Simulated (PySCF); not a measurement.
**Dipole response of Cr²⁺ (chromium, charge +2)**

[Ar] 3d3 4s1, high-spin 5F determinant (an excited configuration). Computed with PySCF 2.14 in aug-cc-pwCVTZ (10s9p7d4f3g, 127 functions), with no relativity, point nucleus. Coupled (time-dependent) response in atomic units; α is the mean over directions.

```json
{"method": "UHF", "mean α (bohr³)": "28.82", "C₆ (like pair)": "133.4", "S(−4)": "792.2"}
{"method": "PBE", "mean α (bohr³)": "22.04", "C₆ (like pair)": "95.96", "S(−4)": "430.1"}
```

S(−4) is the Cauchy moment in α(ω) = α(0) + S(−4) ω² + …

α(iu) at PBE:

| u (hartree) | α(iu) (bohr³) |
| --- | --- |
| 0 | 22.04 |
| 0.0500 | 21.02 |
| 0.100 | 18.52 |
| 0.200 | 12.90 |
| 0.300 | 9.029 |
| 0.500 | 5.267 |
| 0.750 | 3.402 |
| 1.00 | 2.508 |
| 1.50 | 1.621 |
| 2.00 | 1.163 |
| 3.00 | 0.6914 |
| 5.00 | 0.3282 |

For an ion, C₆ is the dispersion term alone; charge-induced terms of lower order in 1/R come first.
